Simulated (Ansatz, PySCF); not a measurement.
Al2H4, SMILES [AlH2][AlH2].

The structure is a stationary point at TPSSh-D3(BJ)/def2-TZVP.

Vertical ionisation energy (IE) and electron affinity (EA) in eV. Rows of orbital energies are one-electron estimates. Where ΔSCF, EOM or ADC give a negative EA the extra electron is unbound and the value depends on the basis.

| level | IE | EA |
|---|---|---|
| −ε(HOMO), −ε(LUMO), PBE0/def2-TZVPD (PySCF) | 6.92 | 2.09 |
| −ε(HOMO), −ε(LUMO), PBE/def2-TZVPD (PySCF) | 5.92 | 2.85 |
| ADC(2)/aug-cc-pVDZ (PySCF) | 8.94 | 0.40 |
| ΔSCF, PBE0/def2-TZVPD (Ansatz), final states of multiplicity 2 and 2 | 8.94 | 0.61 |
| ΔSCF, PBE/def2-TZVPD (Ansatz), final states of multiplicity 2 and 2 | [?] | [?] |

Task: Complete the blanks. (An estimate is asked for; the answer gives what the named calculation found.)

Result: 
- ΔSCF, PBE/def2-TZVPD (Ansatz, an electronic-structure program), final states of multiplicity 2 and 2, IE: 8.79
- ΔSCF, PBE/def2-TZVPD (Ansatz), final states of multiplicity 2 and 2, EA: 0.71

Task: What vertical singlet–triplet gap does ΔSCF give with PBE0/def2-TZVPD (Ansatz) and with PBE/def2-TZVPD (Ansatz)? (Estimate from the structure and the level; the computed values follow.)

Result: 2.76 and 2.59 eV (triplet above singlet where positive).

Task: Beyond the first one, list the lowest photoelectron lines from ADC(2)/aug-cc-pVDZ in PySCF 2.14.0 with their pole strengths (two spins summed). (An estimate is asked for; the answer gives what the named calculation found.)

Result: 11.00 eV (1.85), 11.00 eV (1.85), 13.65 eV (1.82), 14.75 eV (1.80).
